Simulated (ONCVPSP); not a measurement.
# Before and after: ONCV potential for xenon (Xe)

Xe, optimised norm-conserving Vanderbilt (ONCV), made with ONCVPSP 4.0.1 (PBEsol, scalar-relativistic). Core [Ar] 3d10, reference 4s2 4p6 4d10 5s2 5p6. Waves: 4s+5s: rc 1.10 bohr, ncon 5, nbas 9, qcut 11.4 1/bohr, 3 projectors, debl 1.9 Ha; 4p+5p: rc 1.20 bohr, ncon 3, nbas 7, qcut 10.4 1/bohr, 2 projectors; 4d: rc 1.25 bohr, ncon 3, nbas 8, qcut 13.8 1/bohr, 2 projectors, debl 1.6 Ha. Local part: polynomial inside 1.00 bohr (lpopt 3, dvloc0 4 Ha). Core correction: Teter function, fcfact 5.5, rcfact 1.7.

In the d channel the program set the typed energies aside and used -2.180, 0.250 Ha.

All-electron outer shells of the reference configuration (PBEsol, scalar-relativistic, ld1.x):

```tsv
shell	level (eV)	outermost node (bohr)	outermost maximum (bohr)
3p	-916.35	0.12	0.27
3d	-653.54	–	0.23
4s	-197.17	0.36	0.66
4p	-141.07	0.36	0.69
4d	-59.31	0.34	0.75
5s	-19.78	0.85	1.63
5p	-8.24	0.92	1.91
```

Change: d: qcut 20.7.

Cutoffs: the cutoffs (Ha) at which the residual kinetic energy of the hardest occupied pseudo-wave falls to 1 and 0.1 mHa per electron; they do not see the model core or the augmentation charge, which bear on the density cutoff. Errors are all-electron minus pseudo energies relative to the spin-unpolarised reference configuration.

Problem. How do hardness, ghosts and transferability respond?

Solution. The potential gets harder (59 Ha and 69 Ha → 91 Ha and 115 Ha); the lowest positive-energy flag moves from none to d at 19.7 eV; of the 4 tests that both files solve, the error grows in 1 and shrinks in 0 by more than 15 % and 0.3 meV (median size 9.3 → 12.3 meV); the range in which the d phases agree narrows (upper end at the end of the scan → 0.7); neither file shows a bound ghost. The waves are optimised to have the least kinetic energy above qcut, so the cutoff follows it (qcut²/2 in Ha).

```tsv
quantity	base	changed
cutoff, loose	59 Ha	91 Ha
cutoff, tight	69 Ha	115 Ha
loose cutoff by channel	s 56 Ha, p 31 Ha, d 59 Ha	s 56 Ha, p 31 Ha, d 91 Ha
bound ghosts	none	none
GHOST(+) flags under 300 eV	none	d at 19.7 eV
error for 4s2 4p6 4d10 5s2 5p5, meV [ΔE 12.55 eV]	-2.7	-2.7
error for 4s2 4p6 4d10 5s2 5p4, meV [ΔE 34.33 eV]	-8.2	-8.1
error for 4s2 4p6 4d10 5s2 5p3, meV [ΔE 66.10 eV]	-17	-17
error for 4s2 4p6 4d9 5s2 5p6, meV [ΔE 67.65 eV]	-10	-17
s: phases at 1.12 bohr within 0.05 rad from the reference energy up to (Ha; the scan ends near 5)	to the end of the scan	to the end of the scan
p: phases at 1.22 bohr within 0.05 rad from the reference energy up to (Ha; the scan ends near 5)	to the end of the scan	to the end of the scan
d: phases at 1.27 bohr within 0.05 rad from the reference energy up to (Ha; the scan ends near 5)	to the end of the scan	0.7
rms error of d²Exc/dni dnj with the model core, mHa	3.36	3.39
```
